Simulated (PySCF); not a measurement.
Job file and geometry (Å, from GFN2-xTB) of an NMR shielding run on SMILES C(CC)O[Si@](N)([SiH3])NC, C₄H₁₆N₂OSi₂, GIAO PBE0/pcSseg-1 NMR shielding, non-relativistic, gas phase (PySCF 2.14.0, density-fitted response routines); density fitting, a coarse starting grid and PySCF grid level 2 are the driver's defaults:

```
$ OMP_NUM_THREADS=1 python probes_run.py task.json out

{"job": {"kind": "nmr", "xc": "PBE0", "basis": "pcSseg-1"}, "charge": 0, "multiplicity": 1}
C      3.014422    -0.141158    -0.930269
C      2.914982    -0.464266     0.554951
C      1.622725     0.082613     1.159286
O      0.519155    -0.566211     0.606634
Si    -0.849185     0.144770     0.083638
N     -0.426432     1.508787    -0.903387
Si    -2.174300     0.968537     1.778876
N     -1.495404    -1.170984    -0.835457
C     -2.840512    -1.115869    -1.346737
H      3.911802    -0.580216    -1.359939
H      2.147568    -0.541958    -1.449660
H      3.047086     0.935999    -1.082268
H      2.929261    -1.546322     0.695238
H      3.761330    -0.034136     1.093896
H      1.616124    -0.087479     2.244546
H      1.557101     1.161217     0.981178
H      0.317178     1.392431    -1.576399
H     -1.158917     2.067513    -1.309162
H     -2.520952    -0.043963     2.789134
H     -1.594291     2.082482     2.541755
H     -3.469551     1.458092     1.281047
H     -1.250398    -2.100219    -0.527823
H     -3.017792    -0.120989    -1.751618
H     -3.601302    -1.305744    -0.578809
H     -2.970634    -1.844011    -2.149517
```

Question: Write the output of this run.

Answer: 
```
coarse grid: 20728 points
cycle   1  E = -924.9402855699  dE =  8.266e-01  |g| = 8.393e-01  |ddm| = 4.314e+00
cycle   2  E = -924.7824719542  dE =  1.578e-01  |g| = 1.231e+00  |ddm| = 1.823e+00
cycle   3  E = -925.0795191518  dE = -2.970e-01  |g| = 1.249e-01  |ddm| = 1.279e+00
cycle   4  E = -925.0819861506  dE = -2.467e-03  |g| = 5.575e-02  |ddm| = 1.289e-01
cycle   5  E = -925.0826006771  dE = -6.145e-04  |g| = 1.144e-02  |ddm| = 5.291e-02
cycle   6  E = -925.0826265807  dE = -2.590e-05  |g| = 3.897e-03  |ddm| = 1.335e-02
cycle   7  E = -925.0826298426  dE = -3.262e-06  |g| = 5.120e-04  |ddm| = 2.931e-03
final grid: 187832 points
cycle   8  E = -925.1396556516  dE = -3.855e-05  |g| = 1.264e-02  |ddm| = 2.767e-02
cycle   9  E = -925.1396267580  dE =  2.889e-05  |g| = 1.762e-02  |ddm| = 2.274e-02
cycle  10  E = -925.1396889178  dE = -6.216e-05  |g| = 1.668e-03  |ddm| = 1.354e-02
cycle  11  E = -925.1396894881  dE = -5.703e-07  |g| = 2.640e-04  |ddm| = 1.619e-03
cycle  12  E = -925.1396895001  dE = -1.207e-08  |g| = 8.693e-05  |ddm| = 2.956e-04
cycle  13  E = -925.1396895015  dE = -1.351e-09  |g| = 3.214e-05  |ddm| = 8.930e-05
cycle  14  E = -925.1396895017  dE = -2.067e-10  |g| = 5.211e-06  |ddm| = 2.952e-05
converged SCF energy = -925.1396895017

GIAO shielding tensors (ppm)
atom      isotropic    diamagn.    paramagn.     s11        s22        s33       span
  0 C      173.800     249.319     -75.519    158.788    176.567    186.046     27.258
  1 C      157.284     249.227     -91.943    146.877    154.169    170.805     23.928
  2 C      121.780     244.637    -122.857     94.946    116.699    153.695     58.750
  3 O      291.963     404.373    -112.410    249.514    291.119    335.255     85.741
  4 Si     367.982     884.412    -516.430    339.151    359.260    405.535     66.384
  5 N      230.912     323.090     -92.178    201.765    207.759    283.213     81.448
  6 Si     485.968     882.160    -396.192    470.611    487.245    500.050     29.439
  7 N      221.312     327.979    -106.667    196.599    203.473    263.864     67.266
  8 C      158.046     241.567     -83.521    134.091    154.469    185.579     51.489
  9 H       30.606      28.089       2.517     25.805     27.643     38.369     12.564
 10 H       30.209      33.705      -3.495     25.242     31.049     34.337      9.095
 11 H       31.113      31.175      -0.062     27.220     29.517     36.602      9.383
 12 H       30.057      31.147      -1.090     26.026     28.417     35.728      9.702
 13 H       30.412      29.263       1.150     25.555     28.325     37.357     11.802
 14 H       27.611      30.986      -3.375     21.493     28.149     33.189     11.696
 15 H       27.861      32.960      -5.099     22.840     28.627     32.115      9.275
 16 H       31.181      35.460      -4.279     23.719     27.496     42.327     18.608
 17 H       30.770      33.068      -2.298     24.586     27.044     40.681     16.095
 18 H       28.586      30.203      -1.617     25.323     26.068     34.368      9.045
 19 H       28.476      30.149      -1.673     24.892     26.667     33.868      8.975
 20 H       28.523      29.798      -1.275     25.073     26.814     33.681      8.608
 21 H       30.951      36.697      -5.746     22.026     31.018     39.809     17.782
 22 H       29.363      29.399      -0.037     25.192     28.117     34.779      9.587
 23 H       29.028      27.448       1.579     23.318     27.434     36.332     13.013
 24 H       28.968      27.109       1.859     23.611     26.732     36.560     12.948
```

Question: Turn these shieldings into chemical shifts. Referencing at the same level of theory: TMS for ¹³C (σref 186.93) and ²⁹Si (σref 349.16) and ¹H (σref 31.72); ¹⁷O (σref 336.08) against H2O; ¹⁵N (σref 267.73) against NH3.

Answer: Averaging equivalent atoms: C 2: 65.1; C 1: 29.6; C 8: 28.9; C 0: 13.1; O 3: 44.1; Si 4: -18.8; Si 6: -136.8; N 7: 46.4; N 5: 36.8; H 14: 4.11; H 15: 3.86; H 18/19/20: 3.19; H 22/23/24: 2.60; H 12: 1.66; H 13: 1.30; H 9/10/11: 1.07; H 21: 0.77; H 16/17: 0.74 ppm. Experimental scales use liquid or dissolved standards, which lie at an offset from isolated NH3 (liquid NH3: subtract about 20 ppm) and H2O (liquid H2O: subtract about 36 ppm).

Size and cost of the density-fitted run: 247 basis functions, 77 s wall time on 1 thread of an Arm Neoverse V1, shared host; peak memory 1.1 GiB.
